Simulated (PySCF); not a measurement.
## Te³⁺ (tellurium, charge +3): UHF calculation

Configuration: [Kr] 4d10 5s2 5p1, 2P determinant. Calculation: PySCF 2.14, in dyall-av2z (22s16p12d, 130 functions); no relativity, point nucleus.

| Quantity | Value |
| --- | --- |
| Total energy | -6609.837786 hartree |
| One-electron energy | -9039.0037 hartree |
| Hartree (Coulomb) energy | 2597.2046 hartree |
| Exchange energy | -168.0386 hartree |
| Kinetic energy | 6609.88775 hartree |
| ⟨S²⟩ | 0.7588 |
| ⟨L²⟩ | 2.027 |
| Sum of ⟨r⟩ | 29.02 bohr |
| Sum of ⟨r²⟩ | 34.04 bohr² |
| Traceless quadrupole moment −½Σ⟨3z² − r²⟩ along its main axis | -2.40 e·bohr² |
| Density at the nucleus (Gaussians lack the cusp) | 98700 bohr⁻³ |
| Spin density at the nucleus | -0.0375 bohr⁻³ |
| Langevin diamagnetic susceptibility | -27.0 ×10⁻⁶ cm³/mol |

| shell | electrons | mean orbital energy (eV) | spread (eV) | rms radius, mean of both spins (bohr) |
| --- | --- | --- | --- | --- |
| 1s α | 1 | -30804.9 | 0 | 0.0338 |
| 1s β | 1 | -30804.9 | 0 | 0.0338 |
| 2s α | 1 | -4731.8 | 0 | 0.136 |
| 2s β | 1 | -4731.8 | 0 | 0.136 |
| 2p α | 3 | -4431.9 | 0.034 | 0.118 |
| 2p β | 3 | -4431.8 | 0.125 | 0.118 |
| 3s α | 1 | -1003.7 | 0 | 0.357 |
| 3s β | 1 | -1003.6 | 0 | 0.357 |
| 3p α | 3 | -876.59 | 0.042 | 0.350 |
| 3p β | 3 | -876.47 | 0.348 | 0.350 |
| 3d α | 5 | -643.37 | 0.192 | 0.322 |
| 3d β | 5 | -643.32 | 0.295 | 0.322 |
| 4s α | 1 | -211.48 | 0 | 0.843 |
| 4s β | 1 | -211.26 | 0 | 0.843 |
| 4p α | 3 | -165.26 | 0.074 | 0.890 |
| 4p β | 3 | -164.99 | 0.789 | 0.890 |
| 4d α | 5 | -85.895 | 0.508 | 1.03 |
| 4d β | 5 | -85.714 | 0.840 | 1.03 |
| 5s α | 1 | -46.048 | 0 | 2.15 |
| 5s β | 1 | -43.401 | 0 | 2.15 |
| 5p α | 1 | -36.175 | 0 | 2.42 |

A non-relativistic calculation at this Z misses sizeable relativistic shifts.

Spin-orbit constants ζ (cm⁻¹) from the X2C one-electron operator on these orbitals (non-relativistic here): bare nucleus, nucleus screened by l(l+1)(2l+1)/3 electrons, and screened by the Breit-Pauli mean field of the electrons.

```csv
shell,bare,screened nucleus,mean field
2p,1249000,1201000,1177000
3p,229800,221000,215600
3d,41070,33170,31980
4p,41290,39700,38650
4d,5564,4494,4250
5p,4779,4596,4462
```

To first order the Landé constant is A = 4462 cm⁻¹, so the lowest level has J = 1/2 and lies 0.553 eV below the centre of the term. First order in ζ underestimates the shift of the j = l − 1/2 level at high Z.
